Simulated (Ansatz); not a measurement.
```xyz
4

N     0.0000    0.0000    0.5046
F     1.3147    0.0000   -0.1308
F    -0.6574    1.1386   -0.1308
F    -0.6574   -1.1386   -0.1308
```

Basis set: cc-pVDZ (spherical functions). Frozen core: 4 orbitals. Charge 0, multiplicity 1.

Computed with Ansatz (development build ahead of 0.2.0); each method stands on the lowest determinant of its kind that the runs found. Restricted open shells among the atoms or ions are ROHF, correlated in semicanonical orbitals with singles.

The atomization energy at this shape (free ground-state atoms in the same class of orbitals less the molecule, no zero-point energy) of singlet NF₃:

| method | atomization energy |
| --- | --- |
| RHF-MP2 | 7.33 eV |

**Question.** What does RHF give?

**Answer.** 0.34 eV. Caution: the shape is not the minimum.
